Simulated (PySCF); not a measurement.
An unknown is described by computed data only.

Formula: C7H2F4.

* 13C NMR: chemical shifts (computed TMS as zero) by class: 161.2 (1 C), 124.4 (1 C), 113.5 (1 C), 104.1 (1 C), 94.2 (1 C), 84.0 (1 C), 79.6 (1 C) ppm [GIAO PBE0/pcSseg-1]
* NMR, other nuclei: isotropic shieldings of nuclei other than C and H, by class: 234 (3 F), 274 (1 F) ppm [GIAO PBE0/pcSseg-1]
* 1H NMR: chemical shifts (computed TMS as zero) by class: 6.22 (1 H), 3.50 (1 H) ppm [GIAO PBE0/pcSseg-1]
* Triplet: lowest triplet excitation (Tamm–Dancoff): 2.67 eV [TDA PBE0/def2-SVPD]
* Dipole: 2.61 D [PBE0/def2-SVPD]
* Rotational structure: rotational constants A, B, C: 1.628, 0.565, 0.453 GHz [GFN2-xTB]

Electronic properties: PySCF, gas phase, density fitting. Levels stand in brackets. Geometry: GFN2-xTB; no solvent, vibrations or thermal averaging. Each NMR value is the plain mean over a class of atoms that symmetry, rotation or inversion makes alike.

Question: Give a SMILES that accounts for the data.

Answer: Numbering: `[CH:1]#[C:2]/[CH:3]=[C:4](/[F:5])[C:6]#[C:7][C:8]([F:9])([F:10])[F:11]`. Its formula, C7H2F4, gives 5 degrees of unsaturation: 0 rings and 5 π bonds in the structure found. 7 carbons fall into 7 classes; from least to most shielded: vinylic C–F carbon [C4] (161.2 ppm), CF3 carbon [C8] (124.4 ppm), alkene CH carbon [C3] (113.5 ppm), terminal alkyne carbon [C1] (104.1 ppm), alkyne carbon [C7] (94.2 ppm), alkyne carbon [C6] (84.0 ppm), alkyne carbon [C2] (79.6 ppm). Hydrogen classes from least to most shielded: 1 H on an alkene CH carbon, C3 (6.22 ppm), 1 H on a terminal alkyne carbon, C1 (3.50 ppm). The other shieldings belong to: 234 ppm, fluorine of a CF3 group [F9/F10/F11]; 274 ppm, vinyl fluorine [F5]. The optimised geometry has point group Cs and is an asymmetric top. Structure: `FC(F)(C#C/C(=C\C#C)F)F`. The assignments are read from this structure; whether some other isomer fits the data as well wasn't checked.
